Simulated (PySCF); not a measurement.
Atomic charges by several schemes

Compound: C₄H₁₇N₃Si₃.
Structure used (PBE0-D3(BJ)/def2-SVP), in Å, numbered top down from 1:
```xyz
27
C4H17N3Si3 angstrom
C      3.985   -0.710    0.607
C      2.747   -0.423   -0.229
C      1.841    0.656    0.359
Si     0.333    1.054   -0.691
N     -0.728    2.170    0.116
Si    -2.383    2.047    0.612
N     -3.007    0.540    0.027
Si    -2.267   -0.774   -0.836
C     -2.484   -2.392    0.082
N     -0.582   -0.389   -1.004
H      4.611   -1.495    0.155
H      3.710   -1.042    1.621
H      4.608    0.193    0.716
H      2.168   -1.357   -0.346
H      3.057   -0.133   -1.250
H      2.414    1.590    0.506
H      1.483    0.355    1.360
H      0.844    1.657   -1.970
H     -0.293    3.062    0.342
H     -2.508    2.137    2.106
H     -3.183    3.200    0.077
H     -4.002    0.412    0.199
H     -2.923   -0.943   -2.178
H     -2.013   -3.227   -0.461
H     -2.030   -2.328    1.083
H     -3.552   -2.641    0.201
H     -0.039   -1.123   -1.453
```

Density: PBE0/pcSseg-1 (PySCF); schemes: Mulliken, IAO, Hirshfeld and ESP-fitted. The structure is a single PBE0-D3(BJ)/def2-SVP conformer in the gas phase; no vibrational or solvent corrections.

Question: Atoms with like bonding are taken together and averaged. Which atoms carry the highest charge in the Mulliken, IAO, Hirshfeld and ESP-fitted schemes?

Answer: The schemes don't all agree: Mulliken Si4 (+1.066); IAO Si8 (+1.168); Hirshfeld Si8 (+0.426); ESP-fitted Si8 (+1.190).

Question: At which atom do the 4 schemes differ most?

Answer: At Si8: from +0.426 (Hirshfeld) to +1.190 e (ESP-fitted), 0.764 e apart.

Question: Tabulate the Mulliken, IAO, Hirshfeld and ESP-fitted charges.

Answer: In e; atoms taken as equivalent share a row and are averaged (×n: the atom named and its like, n in all):

```csv
atom,environment,Mulliken,IAO,Hirshfeld,ESP-fitted
C1,methyl carbon,-0.264,-0.404,-0.115,-0.458
C2,chain CH2 carbon,-0.316,-0.234,-0.063,+0.309
C3,sp3 carbon bound to silicon,-0.550,-0.571,-0.169,-0.415
Si4,SiH silicon,+1.066,+1.159,+0.420,+0.855
N5,nitrogen bridging silicon atoms,-0.868,-0.947,-0.330,-0.886
Si6,SiH2 silicon,+0.889,+1.024,+0.399,+0.904
N7,nitrogen bridging silicon atoms,-0.866,-0.950,-0.331,-0.952
Si8,SiH silicon,+1.021,+1.168,+0.426,+1.190
C9,Si-methyl carbon,-0.648,-0.748,-0.224,-0.805
N10,nitrogen bridging silicon atoms,-0.875,-0.947,-0.328,-0.913
H11/H12/H13,methyl hydrogen,+0.112,+0.134,+0.038,+0.106
H14,methylene hydrogen,+0.115,+0.119,+0.032,-0.021
H15,methylene hydrogen,+0.125,+0.124,+0.033,-0.037
H16,methylene hydrogen,+0.130,+0.133,+0.034,+0.078
H17,methylene hydrogen,+0.137,+0.139,+0.035,+0.103
H18,Si–H hydrogen,-0.115,-0.184,-0.104,-0.197
H19,N–H hydrogen,+0.224,+0.269,+0.121,+0.360
H20,Si–H hydrogen,-0.137,-0.180,-0.103,-0.196
H21,Si–H hydrogen,-0.137,-0.174,-0.100,-0.197
H22,N–H hydrogen,+0.224,+0.268,+0.121,+0.366
H23,Si–H hydrogen,-0.126,-0.185,-0.105,-0.262
H24/H25/H26,methyl hydrogen,+0.136,+0.151,+0.040,+0.178
H27,N–H hydrogen,+0.227,+0.266,+0.116,+0.322
```

Mean size of the charges over all atoms: IAO 0.409 e, ESP-fitted 0.395 e, Mulliken 0.363 e, Hirshfeld 0.146 e. Each set sums to the total charge, 0, to within 0.001 e. The Mulliken scheme counts on each atom the diagonal of the density matrix times the overlap matrix over that atom's basis functions. The Hirshfeld scheme weights the molecular density at each point by an atom's share of the summed free-atom densities.

Some averages cover members that differ in this geometry: H24/H25/H26, ESP-fitted +0.166 to +0.192 e.

Question: How many electrons does the Hirshfeld scheme count on N10?

Answer: Z − q = 7 − (-0.328) = 7.328.

Question: Sum the charges by element.

Answer: 
```csv
element,atoms,Mulliken,IAO,Hirshfeld,ESP-fitted
C,4,-1.778,-1.956,-0.571,-1.369
Si,3,+2.976,+3.351,+1.244,+2.949
N,3,-2.610,-2.844,-0.989,-2.751
H,17,+1.412,+1.449,+0.315,+1.171
```
